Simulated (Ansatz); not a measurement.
`[SiH3]BCS[SiH3]` + `[NH2][SbH][OH]` → `[NH2][SbH][SiH3]` + `OBCS[SiH3]`  (redistribution)

Isolated molecules relaxed with PBE0-D4/def2-TZVP in Ansatz; ΔE leaves out vibrations. CCSD(T)/CBS adds triple-zeta CCSD(T) − MP2 to the extrapolated MP2 energy (def2 sets, frozen cores). DFT in def2-TZVPP. B3LYP here is the variant with VWN-RPA as its local correlation; programs differ in this. Elements past krypton have def2 core potentials. For Sb outer-core shells are correlated without core-valence functions, which leaves a few kJ/mol of doubt a bond. Each species was taken in one conformer, which may not be the lowest.

| level | ΔE (kJ/mol) | difference from CCSD(T)/CBS |
| --- | --- | --- |
| PBE-D4 | -171.3 | -1.3 |
| r2SCAN-D4 | -172.3 | -2.3 |
| PBE0-D4 | -177.7 | -7.7 |
| B3LYP-D4 | -172.1 | -2.1 |
| ωB97X-V | -167.4 | 2.6 |
| ωB97M-V | -174.7 | -4.7 |
| B2PLYP | -175.4 | -5.4 |
| PBE | -172.9 | -2.9 |
| r2SCAN | -172.9 | -2.9 |
| PBE0 | -179.1 | -9.1 |
| B3LYP | -174.7 | -4.7 |
| HF/def2-TZVPP | -179.4 | -9.4 |
| MP2/def2-TZVPP | -180.1 | -10.1 |
| SCS-MP2/def2-TZVPP | -174.6 | -4.6 |
| CCSD/def2-TZVPP | -176.5 | -6.5 |
| CCSD(T)/def2-TZVPP | -176.2 | -6.2 |
| HF/def2-QZVPP | -175.8 | -5.8 |
| MP2/def2-QZVPP | -175.2 | -5.2 |
| SCS-MP2/def2-QZVPP | -170.3 | -0.3 |
| HF/CBS(def2) | -175.3 | -5.3 |
| MP2/CBS(def2) | -173.8 | -3.8 |
| CCSD/CBS(def2) | -170.2 | -0.2 |
| CCSD(T)/CBS | -170.0 | 0 |

Largest T1 diagnostic among the species: 0.014.

From PBE to PBE0 (25 % exact exchange), in def2-TZVPP and without D4, ΔE moves by −6.2 kJ/mol.
